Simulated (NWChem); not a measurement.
All runs are NWChem calculations. System: H$_{2}$AlClS$_{2}$, charge 0, spin multiplicity 1, at a geometry optimised with PBE/def2-SVP. The structure started from a generated list of species. Level: RHF/def2-TZVP.

Input file:

```
start mol
memory heap 200 mb stack 800 mb global 1000 mb
geometry units angstroms nocenter noautoz
  Al     0.000000     0.000000    -0.008721
  Cl     0.000000     0.000000    -2.117446
  S      1.953260     0.000000     0.988249
  H      1.419522     0.000000     2.243001
  S     -1.953260     0.000000     0.988249
  H     -1.419522     0.000000     2.243001
  symmetry group C2v
end
basis spherical
  * library def2-tzvp
end
scf
  rhf
  nopen 0
  maxiter 100
  thresh 1e-7
  semidirect memsize 60000000 filesize 0
end
task scf energy
```

Part of the output:

```
             Northwest Computational Chemistry Package (NWChem) 7.3.0
             --------------------------------------------------------

                                NWChem Input Module
                                -------------------

 Scaling coordinates for geometry "geometry" by  1.889725989
 (inverse scale =  0.529177249)

 Turning off AUTOSYM since
 SYMMETRY directive was detected!

                             Geometry "geometry" -> ""
                             -------------------------

 Output coordinates in angstroms (scale by  1.889725989 to convert to a.u.)

  No.       Tag          Charge          X              Y              Z
 ---- ---------------- ---------- -------------- -------------- --------------
    1 Al                  13.0000     0.00000000     0.00000000    -0.00872100
    2 Cl                  17.0000     0.00000000     0.00000000    -2.11744600
    3 S                   16.0000     1.95326000     0.00000000     0.98824900
    4 H                    1.0000     1.41952200     0.00000000     2.24300100
    5 S                   16.0000    -1.95326000     0.00000000     0.98824900
    6 H                    1.0000    -1.41952200     0.00000000     2.24300100

 Effective nuclear repulsion energy (a.u.)     295.3865292345

            Nuclear Dipole moment (a.u.)
            ----------------------------
        X                 Y               Z
 ---------------- ---------------- ----------------
    -0.0000000000     0.0000000000     0.0000283459

      Symmetry information
      --------------------

 Group name             C2v
 Group number             16
 Group order               4
 No. of unique centers     4

      Symmetry unique atoms

     1    2    3    4


 Summary of "ao basis" -> "" (spherical)
 ------------------------------------------------------------------------------
       Tag                 Description            Shells   Functions and Types
 ---------------- ------------------------------  ------  ---------------------
 *                         def2-tzvp                  on all atoms

 Summary of "ao basis" -> "ao basis" (spherical)
 ------------------------------------------------------------------------------
       Tag                 Description            Shells   Functions and Types
 ---------------- ------------------------------  ------  ---------------------
 Al                        def2-tzvp                13       37   5s5p2d1f
 Cl                        def2-tzvp                13       37   5s5p2d1f
 S                         def2-tzvp                13       37   5s5p2d1f
 H                         def2-tzvp                 4        6   3s1p

                                 NWChem SCF Module
                                 -----------------

  ao basis        = "ao basis"
  functions       =   160
  atoms           =     6
  closed shells   =    32
  open shells     =     0
  charge          =   0.00
  wavefunction    = RHF
  use symmetry    = T
  symmetry adapt  = T

 Summary of "ao basis" -> "ao basis" (spherical)
 ------------------------------------------------------------------------------
       Tag                 Description            Shells   Functions and Types
 ---------------- ------------------------------  ------  ---------------------
 Al                        def2-tzvp                13       37   5s5p2d1f
 Cl                        def2-tzvp                13       37   5s5p2d1f
 S                         def2-tzvp                13       37   5s5p2d1f
 H                         def2-tzvp                 4        6   3s1p

      Symmetry analysis of basis
      --------------------------

        a1         62
        a2         19
        b1         48
        b2         31

 Forming initial guess at       0.1s

      Superposition of Atomic Density Guess
      -------------------------------------

 Sum of atomic energies:       -1497.31113355

      Non-variational initial energy
      ------------------------------

 Total energy =   -1498.125013
 1-e energy   =   -2660.455431
 2-e energy   =     866.943890
 HOMO         =      -0.332942
 LUMO         =      -0.009036

      Symmetry analysis of molecular orbitals - initial
      -------------------------------------------------

  Numbering of irreducible representations:

     1 a1          2 a2          3 b1          4 b2

  Orbital symmetries:

     1 a1          2 a1          3 b1          4 a1          5 a1
     6 a1          7 b1          8 a1          9 b1         10 b2
    11 a1         12 b1         13 a1         14 b1         15 b2
    16 a2         17 a1         18 b1         19 a1         20 b2
    21 a1         22 a1         23 b1         24 a1         25 b1
    26 a1         27 b2         28 b1         29 a1         30 b1
    31 b2         32 a2         33 a1         34 b2         35 a1
    36 b1         37 a1         38 b1         39 a1         40 a1
    41 b1         42 b2

 Starting SCF solution at       3.1s

 ----------------------------------------------
         Quadratically convergent ROHF

 Convergence threshold     :          1.000E-07
 Maximum no. of iterations :          100
 Final Fock-matrix accuracy:          1.000E-09
 ----------------------------------------------

              iter       energy          gnorm     gmax       time
             ----- ------------------- --------- --------- --------
                 1    -1497.8073678295  7.29D-01  1.36D-01      3.2
                 2    -1497.8583452681  2.46D-01  5.96D-02      3.5
                 3    -1497.8656539821  1.98D-02  4.21D-03      4.0
                 4    -1497.8657083964  1.01D-04  2.30D-05      4.9
                 5    -1497.8657083981  4.44D-09  8.38D-10      6.5

       Final RHF  results
       ------------------

         Total SCF energy =  -1497.865708398091
      One-electron energy =  -2662.638307434135
      Two-electron energy =    869.386069801576
 Nuclear repulsion energy =    295.386529234469

        Time for solution =      3.5s

       Symmetry analysis of molecular orbitals - final
       -----------------------------------------------

  Numbering of irreducible representations:

     1 a1          2 a2          3 b1          4 b2

  Orbital symmetries:

     1 a1          2 a1          3 b1          4 a1          5 a1
     6 b1          7 a1          8 a1          9 b2         10 b1
    11 b1         12 a1         13 b1         14 a1         15 b2
    16 a2         17 a1         18 b2         19 a1         20 b1
    21 a1         22 a1         23 b1         24 a1         25 b1
    26 a1         27 a1         28 b2         29 b1         30 b1
    31 b2         32 a2         33 b2         34 a1         35 a1
    36 b1         37 a1         38 b1         39 a1         40 a1
    41 b1         42 b2

             Final eigenvalues
             -----------------

              1
    1 -104.8257
    2  -91.9645
    3  -91.9645
    4  -58.5484
    5  -10.5552
    6   -8.9702
    7   -8.9702
    8   -8.0217
    9   -8.0210
   10   -8.0209
   11   -6.6515
   12   -6.6515
   13   -6.6507
   14   -6.6507
   15   -6.6502
   16   -6.6502
   17   -4.9586
   18   -3.2744
   19   -3.2732
   20   -3.2725
   21   -1.0848
   22   -0.9748
   23   -0.9608
   24   -0.5960
   25   -0.5596
   26   -0.5365
   27   -0.4856
   28   -0.4790
   29   -0.4749
   30   -0.4308
   31   -0.4110
   32   -0.3934
   33    0.0751
   34    0.0770
   35    0.1060
   36    0.1403
   37    0.1447
   38    0.2088
   39    0.2186
   40    0.2452
   41    0.2628
   42    0.2704

                       ROHF Final Molecular Orbital Analysis
                       -------------------------------------

 Vector   30  Occ=2.000000D+00  E=-4.307615D-01  Symmetry=b1
              MO Center= -8.4D-13,  1.5D-15,  6.5D-01, r^2= 5.7D+00
   Bfn.  Coefficient  Atom+Function         Bfn.  Coefficient  Atom+Function
  ----- ------------  ---------------      ----- ------------  ---------------
    89      0.323539  3 S  px               132      0.323539  5 S  px
    92      0.207510  3 S  px               135      0.207510  5 S  px
    15     -0.202982  1 Al px                52      0.177205  2 Cl px

 Vector   31  Occ=2.000000D+00  E=-4.109919D-01  Symmetry=b2
              MO Center= -5.1D-14,  4.3D-16,  8.1D-01, r^2= 5.1D+00
   Bfn.  Coefficient  Atom+Function         Bfn.  Coefficient  Atom+Function
  ----- ------------  ---------------      ----- ------------  ---------------
    90      0.343351  3 S  py               133      0.343351  5 S  py
    93      0.237071  3 S  py               136      0.237071  5 S  py

 Vector   32  Occ=2.000000D+00  E=-3.933524D-01  Symmetry=a2
              MO Center=  9.9D-14,  1.6D-15,  9.6D-01, r^2= 5.1D+00
   Bfn.  Coefficient  Atom+Function         Bfn.  Coefficient  Atom+Function
  ----- ------------  ---------------      ----- ------------  ---------------
    90      0.364370  3 S  py               133     -0.364370  5 S  py
    93      0.265645  3 S  py               136     -0.265645  5 S  py
    87      0.160763  3 S  py               130     -0.160763  5 S  py

 Vector   33  Occ=0.000000D+00  E= 7.514816D-02  Symmetry=b2
              MO Center=  2.3D-14,  1.2D-15,  7.2D-02, r^2= 5.3D+00
   Bfn.  Coefficient  Atom+Function         Bfn.  Coefficient  Atom+Function
  ----- ------------  ---------------      ----- ------------  ---------------
    19      0.992089  1 Al py                93     -0.347289  3 S  py
   136     -0.347289  5 S  py                16      0.338161  1 Al py
    56     -0.274069  2 Cl py

 Vector   34  Occ=0.000000D+00  E= 7.702517D-02  Symmetry=a1
              MO Center=  8.3D-15, -3.4D-16,  4.8D-01, r^2= 6.5D+00
   Bfn.  Coefficient  Atom+Function         Bfn.  Coefficient  Atom+Function
  ----- ------------  ---------------      ----- ------------  ---------------
     5      1.796639  1 Al s                 79     -0.733806  3 S  s
   122     -0.733806  5 S  s                 92      0.435866  3 S  px
   135     -0.435866  5 S  px                42     -0.314179  2 Cl s
    57     -0.270387  2 Cl pz                20      0.226110  1 Al pz
   114      0.172281  4 H  s                157      0.172281  6 H  s

 Vector   35  Occ=0.000000D+00  E= 1.059702D-01  Symmetry=a1
              MO Center= -2.3D-14, -1.5D-15,  1.5D+00, r^2= 6.2D+00
   Bfn.  Coefficient  Atom+Function         Bfn.  Coefficient  Atom+Function
  ----- ------------  ---------------      ----- ------------  ---------------
   114      1.164219  4 H  s                157      1.164219  6 H  s
    94     -0.716049  3 S  pz               137     -0.716049  5 S  pz
     5     -0.682247  1 Al s                 20     -0.485098  1 Al pz
    79     -0.384916  3 S  s                122     -0.384916  5 S  s
     4     -0.255212  1 Al s

 center of mass
 --------------
 x =   0.00000000 y =   0.00000000 z =  -0.09700688

 moments of inertia (a.u.)
 ------------------
         817.922058011225           0.000000000000          -0.000000000000
           0.000000000000        1703.627708153966           0.000000000000
          -0.000000000000           0.000000000000         885.705650142741

  Mulliken analysis of the total density
  --------------------------------------

    Atom       Charge   Shell Charges
 -----------   ------   -------------------------------------------------------
    1 Al  13    12.29   2.00  0.65  1.33  0.65  0.08  2.92  2.28  0.82  0.87  0.15  0.19  0.25  0.09
    2 Cl  17    17.32   2.01  0.45  1.52  1.08  0.86  4.18  1.69  1.07  2.88  1.56  0.01  0.02  0.00
    3 S   16    16.35   2.01  0.49  1.48  1.04  0.80  4.18  1.69  0.88  2.42  1.29  0.03  0.05  0.00
    4 H    1     0.85   0.22  0.49  0.11  0.03
    5 S   16    16.35   2.01  0.49  1.48  1.04  0.80  4.18  1.69  0.88  2.42  1.29  0.03  0.05  0.00
    6 H    1     0.85   0.22  0.49  0.11  0.03

       Multipole analysis of the density wrt the origin
       ------------------------------------------------

     L   x y z        total         open         nuclear
     -   - - -        -----         ----         -------
     0   0 0 0     -0.000000      0.000000     64.000000

     1   1 0 0      0.000000      0.000000     -0.000000
     1   0 1 0     -0.000000      0.000000      0.000000
     1   0 0 1      0.890415      0.000000      0.000028

     2   2 0 0    -44.323472      0.000000    450.372895
     2   1 1 0      0.000000      0.000000      0.000000
     2   1 0 1      0.000000      0.000000     -0.000000
     2   0 2 0    -39.218635      0.000000      0.000000
     2   0 1 1      0.000000      0.000000      0.000000
     2   0 0 2    -37.516777      0.000000    419.729576

 Task  times  cpu:        6.6s     wall:        6.6s

 Total times  cpu:        6.6s     wall:        6.6s
```
